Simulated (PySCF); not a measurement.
AlH2Cl, SMILES [AlH2][Cl]. Geometry optimised at B3LYP-D3(BJ)/def2-TZVP.

Computed equilibrium geometry at B3LYP-D3(BJ)/def2-TZVP (PySCF confirms it by a frequency run) as bond lengths and angles, and its point group:
point group C2v.
Atoms: Al1 H2 H3 Cl4. Bonds (Å): Al1–H2 1.569, Al1–H3 1.569, Al1–Cl4 2.106. Angles (°): H2–Al1–H3 124.9, H2–Al1–Cl4 117.5, H3–Al1–Cl4 117.5.
Charge 0, spin multiplicity 1.
